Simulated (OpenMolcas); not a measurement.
Re4+ (d3) in a complex was computed by SS-CASPT2, IPEA 0.25 Eh, imaginary shift 0.1 Eh with the d shell active (OpenMolcas, ANO-RCC-VDZP on the metal). Its lowest spin-free states, and all those of the highest spin:

```tsv
2S+1	Degeneracy	E (cm-1)
4	1	0
2	2	11800
2	1	11820
2	1	11880
2	1	11950
2	1	19190
2	2	19480
4	2	32220
4	1	35910
4	1	36240
2	1	41800
2	2	42400
4	2	42700
4	2	69140
4	1	70540
```

Q: Is the site octahedral, tetrahedral or cube-like, axial, or of lower symmetry?

A: The states with 2S+1 = 4 have orbital degeneracies 1, 2, 1, 1, 2, 2, 1. There are pairs but no triples, so the site is axial: not cubic, but with a proper or improper axis of order three or more. The run had Re4+ with 6 ligands (fluoride) in tetragonal octahedral coordination (D4h) at 1.94 Å, the axial distance 2.018 Å. A charge of +0.333 e stands 2.6 Å behind each ligand. Ligand basis ANO-RCC-VDZP.

Over all roots computed the reference weight is 0.70 to 0.71; a low but even weight reflects the number of correlated electrons. The least metal-like active orbital is 76 % on the metal (Löwdin) and no ligand orbital is active, so the numbers are rough. Ligand-to-metal charge-transfer states are missing. With no ligand orbital active B as a rule stays too high, so bands that hang on it stand too high and its fall with covalency is understated. With one d shell and no ligand orbital active, 10Dq can be off by a tenth or more. No measured value stands beside these numbers; the geometry was imposed, not optimised, and the real ion may take another.
